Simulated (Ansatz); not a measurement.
Problem. Name a neutral molecule of B, C, Cl, N, O and H with HOMO energy (B3LYP/def2-TZVPP) between -8.25 and -7.95 eV and HOMO energy (ωB97M-V/def2-TZVPP) between -10.75 and -10.45 eV (Ansatz, PBE0-D4/def2-TZVP geometry).

Solution. `C=NC(=O)OBCl` (-8.07 eV, -10.65 eV); `OCNBCl` (-7.98 eV, -10.54 eV). Other molecules can fit too; these were computed, each in one conformer that needn't be the lowest.

B3LYP here is the variant with VWN-RPA as its local correlation; programs differ in this.
